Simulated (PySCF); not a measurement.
## CCl₂⁺ + Br₂ → CBr₂⁺ + Cl₂

Level: PBE0 in the def2-TZVP basis family, all electrons, no relativity, computed in PySCF with density fitting; open shells unrestricted.

| species | state and structure | E (Eh) | ZPE (kJ/mol) | H(298 K) − H(0) (kJ/mol) | S° (J/(mol K)) |
| --- | --- | --- | --- | --- | --- |
| CCl₂⁺ | doublet, C2v, C–Cl 1.582 Å (×2); Cl–C–Cl 135.8° | -957.75981 | 14.3 | 11.1 | 265.5 |
| Br₂ | singlet, D∞h, Br–Br 2.281 Å | -5147.70672 | 2.0 | 9.7 | 244.8 |
| CBr₂⁺ | doublet, C2v, C–Br 1.741 Å (×2); Br–C–Br 137.2° | -5185.35725 | 11.3 | 11.8 | 288.4 |
| Cl₂ | singlet, D∞h, Cl–Cl 1.982 Å | -920.08940 | 3.5 | 9.1 | 222.5 |

What is the electronic reaction energy?

At PBE0/def2-TZVP, ΔE = 52.2 kJ/mol from the differences of the total energies times 2625.5, uphill. 

Add zero-point, thermal and entropy terms for 298.15 K and 1 bar.

ΔZPE = -1.5 and Δ[H(298) − H(0)] = 0.1 kJ/mol give ΔH° = 50.8 kJ/mol. ΔS° = 0.6 J/(mol K), so ΔG° = 50.8 − 298.15 × (0.0006) = 51 kJ/mol and log₁₀K = -8.9.

Each species is the lowest minimum found with this bonding; other isomers or fragments can lie lower.
